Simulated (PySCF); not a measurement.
Zr³⁺ (zirconium, charge +3) across methods

[Kr] 4d1, 2D determinant. All numbers are calculated (PySCF 2.14, the spin-free X2C one-electron Hamiltonian (Gaussian nucleus), in x2c-TZVPPall with one added diffuse shell each of s, p, d, f type (9s7p7d3f1g, 95 functions)).

| method | E (hartree) | mean ε 4p α (eV) | mean ε 4p β (eV) | mean ε 4d α (eV) | Σ⟨r²⟩ (bohr²) | ⟨S²⟩ |
| --- | --- | --- | --- | --- | --- | --- |
| wB97X | -3596.76 | -64.401 | -63.533 | -32.715 | 24.14 | 0.751 |
| CAM-B3LYP | -3596.85 | -63.363 | -62.497 | -31.783 | 24.27 | 0.751 |
| LDA | -3592.17 | -59.607 | -58.973 | -28.812 | 24.24 | 0.750 |
| PBE | -3596.25 | -59.476 | -58.791 | -28.944 | 24.24 | 0.751 |
| BHandHLYP | -3596.67 | -64.166 | -63.067 | -31.727 | 24.26 | 0.751 |
| r2SCAN | -3596.65 | -60.295 | -59.516 | -29.173 | 24.19 | 0.751 |
| PBE0 | -3596.34 | -61.941 | -61.033 | -30.417 | 24.21 | 0.751 |
| r2SCAN0 | -3596.64 | -62.476 | -61.511 | -30.586 | 24.18 | 0.751 |

(1) Estimate the same row for UHF.

Answers

(1) E (hartree) = -3594.72017; mean ε 4p α (eV) = -68.060; mean ε 4p β (eV) = -66.395; mean ε 4d α (eV) = -33.978; Σ⟨r²⟩ (bohr²) = 24.31; ⟨S²⟩ = 0.752.
